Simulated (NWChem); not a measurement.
## Total energies of BF (+1)

```
B
F 1 1.2147
```
Charge +1, spin multiplicity 2.

All runs are NWChem calculations. The geometry was optimised at UPBE0/def2-SVP, a minimum by its harmonic frequencies.

Basis set: cc-pVQZ (110 functions).

```
method   total energy (Ha)  relative cost
-------  -----------------  -------------
UHF             -123.80599              1
UMP2            -124.12156        under 3
UB2PLYP         -124.25510        under 3
UPBE            -124.18403        under 3
UB3LYP          -124.32122        under 3
UTPSS           -124.33207        under 3
```

Total energies of different functionals aren't comparable as a measure of quality: only differences taken within one method are. The cost column gives rough processor time relative to UHF; each entry includes its own SCF.

The correlated methods keep 2 core orbitals frozen. B3LYP has NWChem's definition, with VWN1-RPA local correlation. This spin state was chosen for the runs; another may lie lower. The structure started from a generated list of species. The unpaired electrons of the parent sit in orbitals of symmetry a1 (C2v labels of the run); other states weren't searched. No SCF solution was tested for a lower state. Open-shell Hartree-Fock references start from PBE0 orbitals; any time given for them includes that run.
